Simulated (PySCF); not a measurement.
ReSe₂: from structure and modes to constants

These are results of UPBE0/[Re def2-SVP with ECP60, Se def2-SVP], scalar-relativistic core potentials, density fitting, no spin–orbit coupling, PySCF, not measurements.

The quartet minimum has C2v symmetry. Masses (u): Re 186.95575, Se 79.91652.

```xyz
3
charge 0 multiplicity 4, angstrom
Re    0.0000    0.0000   -0.4500
Se    2.0240    0.0000    0.5198
Se   -2.0240    0.0000    0.5198
```

Harmonic wavenumbers (cm⁻¹): 69.5 (a1, ×1), 327.2 (a1, ×1), 367.6 (b2, ×1).

Find the principal moments of inertia and the rotational constants. What kind of rotor is it?

About the centre of mass I = 81.055, 654.76, 735.81 u Å². With B = 16.8576/I this gives 0.208, 0.02575, 0.02291 cm⁻¹. The molecule is an asymmetric top with κ = -0.97.

What is the harmonic zero-point energy?

Half the sum of all 3 wavenumbers, 764/2 = 382 cm⁻¹, which is 4.6 kJ/mol (1 cm⁻¹ = 0.0119627 kJ/mol).

Give the standard entropy (298.15 K, 1 bar) by its translational, rotational, vibrational and spin parts, and Cp.

Sackur–Tetrode with M = 346.79 u gives 181.8; rotation with symmetry number 2 gives 115.4; vibration 27.3; spin R ln 4 = 11.5. The total is 336.1 J/(mol K), and Cp = 4 R + 21.5 = 54.7 J/(mol K).

Other isomers or separated fragments may lie lower. With open d or f shells other occupations or spin states may lie lower. With an element this heavy the missing spin–orbit coupling can shift these numbers.
